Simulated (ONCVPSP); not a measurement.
**An all-electron radial function and its pseudo partner (V (Z = 23))**

Columns: radius, all-electron u(r) and pseudo u(r) of the 3s shell (level -70.24 eV) of vanadium in the configuration [Ne] 3s2 3p6 3d3 4s2; PBE, scalar-relativistic, ONCV scheme, ONCVPSP 4.0.1.

| r (bohr) | all-electron | pseudo |
| --- | --- | --- |
| 0.090 | -0.0262 | 0.1828 |
| 0.180 | -0.5675 | 0.3599 |
| 0.270 | -0.4956 | 0.5257 |
| 0.360 | -0.0979 | 0.6748 |
| 0.450 | 0.3507 | 0.8021 |
| 0.540 | 0.7185 | 0.9034 |
| 0.630 | 0.9678 | 0.9758 |
| 0.720 | 1.1028 | 1.0177 |
| 0.810 | 1.1465 | 1.0293 |
| 0.900 | 1.1247 | 1.0126 |
| 0.990 | 1.0608 | 0.9714 |
| 1.080 | 0.9727 | 0.9103 |
| 1.170 | 0.8734 | 0.8351 |
| 1.260 | 0.7720 | 0.7515 |
| 1.350 | 0.6740 | 0.6648 |
| 1.440 | 0.5827 | 0.5795 |
| 1.530 | 0.4999 | 0.4991 |
| 1.620 | 0.4261 | 0.4260 |
| 1.710 | 0.3613 | 0.3613 |
| 1.800 | 0.3050 | 0.3050 |
| 1.890 | 0.2566 | 0.2566 |
| 1.980 | 0.2152 | 0.2151 |
| 2.070 | 0.1800 | 0.1800 |
| 2.160 | 0.1502 | 0.1502 |
| 2.250 | 0.1252 | 0.1251 |
| 2.340 | 0.1041 | 0.1041 |

Question: How many radial nodes do the two functions have?

Answer: The all-electron 3s function has n − l − 1 = 2 (the table is too coarse to show those close to the nucleus); the pseudo-wave has 0, since the states of the same l below it are removed with the core.

Question: At about which radius was the pseudo-wave matched?

Answer: 1.70 bohr, where the columns begin to agree (steps of 0.09 bohr).

Question: Is the pseudo-wave norm-conserving?

Answer: Yes: the ONCV scheme keeps the norm inside the radius equal to the all-electron one, which fixes the energy derivative of the logarithmic derivative at the level.
